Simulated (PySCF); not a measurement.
## Dipole polarisabilities along group 13, charge +2

Calculated with PySCF 2.14 for the ground configurations, without spin-orbit coupling: coupled response for Hartree-Fock and DFT. Mean α in bohr³, C₆ of like pairs in atomic units.

```csv
species,α UHF,α PBE,α PBE0,C₆ UHF,C₆ PBE,C₆ PBE0
"B²⁺ [He] 2s1 (aug-cc-pwCVTZ, non-relativistic)",7.931,6.984,7.200,11.15,9.284,9.701
"Al²⁺ [Ne] 3s1 (aug-cc-pwCVTZ, non-relativistic)",15.35,13.53,14.08,43.71,36.26,38.41
"Ga²⁺ [Ar] 3d10 4s1 (aug-cc-pwCVTZ-PP with ECP10MDF, ECP)",12.12,9.313,9.880,38.03,28.58,30.32
"In²⁺ [Kr] 4d10 5s1 (aug-cc-pwCVTZ-PP with ECP28MDF, ECP)",17.51,13.05,13.84,82.20,62.83,65.91
"Tl²⁺ [Xe] 4f14 5d10 6s1 (aug-cc-pwCVTZ-PP with ECP60MDF, ECP)",14.63,12.13,12.50,89.77,78.26,79.70
```
